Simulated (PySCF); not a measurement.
## Ca (calcium, neutral) across methods

[Ar] 4s1 4p1, high-spin 3P determinant (an excited configuration). Calculation: PySCF 2.14, in dyall-av3z; no relativity, point nucleus.

```
   method  E (hartree)  mean ε 3p β (eV)  mean ε 4s α (eV)  mean ε 4p α (eV)  Σ⟨r²⟩ (bohr²)   ⟨S²⟩
  wB97M-V     -677.466           -33.860            -6.984            -3.723          64.07  2.000
      LDA     -675.672           -29.088            -4.771            -2.233          61.68  2.000
      PBE     -677.284           -29.045            -4.641            -2.273          61.67  2.000
      UHF   -676.72138           -37.319            -7.117            -4.293          63.73  2.000
     PBE0     -677.331           -31.387            -5.347            -2.836          61.57  2.000
  r2SCANh     -677.467           -30.671            -5.001            -2.524          61.54  2.000
   r2SCAN     -677.467           -29.852            -4.729            -2.321          61.53  2.000
BHandHLYP     -677.516           -33.524            -5.887            -3.145          62.09  2.000
```
